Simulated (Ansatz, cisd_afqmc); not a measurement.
Species: CCl, charge 0, doublet. CCl (SMILES [C]Cl, doublet).
B3LYP-D3(BJ)/def2-TZVP minimum from Ansatz (a program for electronic structure):
```
C
Cl 1 1.6564
```
Charge 0, spin multiplicity 2.

Total energies in cc-pV(D+d)Z, 11 correlated electrons, 6 frozen orbitals. Radicals and triplets start from unrestricted determinants; spin-orbit coupling is neglected. Cores are frozen in correlated methods. No relativity. AFQMC is phaseless with a CISD trial state; ± is one standard error, without the phaseless bias. Outlying blocks are dropped, and bars are widened where a walk drifts. Over all cases where full CI ran beside it in this data, AFQMC minus full CI had a median of +0.1 mEh and passed +0.4 mEh in a tenth of the cases.

```
method         program         energy (Eh)  minus CCSDTQ (mEh)
----------  ----------  ------------------  ------------------
HF              Ansatz          -497.23683              263.62
MP2             Ansatz          -497.45962               40.82
CCSD            Ansatz          -497.48991               10.54
CCSD(T)         Ansatz          -497.49877                1.67
CCSDT(Q)        Ansatz          -497.50053               -0.08
CCSDTQ          Ansatz          -497.50044                0.00
AFQMC/CISD  cisd_afqmc  -497.5004 ± 0.0004           0.0 ± 0.4
```

Rough core times of Ansatz's runs on a shared machine: CCSD(T) under 20 s, CCSDT(Q) 30 s, CCSDTQ 20 min.
